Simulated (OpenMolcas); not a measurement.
Ir5+ (d4) among equal point charges was computed by CASSCF with the d shell active (OpenMolcas, ANO-RCC-VDZP on the metal). Its lowest spin-free states, and all those of the highest spin:

```tsv
2S+1	Degeneracy	E (cm-1)
5	2	0.0
5	1	3114
5	2	7329
3	2	16341
3	1	17999
3	1	20028
3	2	20181
3	2	20731
3	1	21196
3	2	22205
3	1	23413
3	2	24277
```

Is the site octahedral, tetrahedral or cube-like, axial, or of lower symmetry?

The states with 2S+1 = 5 have orbital degeneracies 2, 1, 2. There are pairs but no triples, so the site is axial: not cubic, but with a proper or improper axis of order three or more. The run had Ir5+ among 6 point charges of -1.36 e arranged as a trigonal antiprism (D3d), 2.04 Å from the ion, with a polar angle of 49.3° against the regular 54.74°.

Spin-orbit coupling mixes the spin-free states strongly: the lowest level takes only 38 % from its leading state, 5E. Without dynamic correlation the repulsion within the d shell is too large (B by tens of per cent), so at a given field states of lower spin stand too high. Point charges give a weaker field than real ligands, and real ions of this kind are as a rule low spin; the high spin found here belongs to the model. Point charges carry no covalency, so the field is a model and not that of real ligands. No measured value stands beside these numbers.
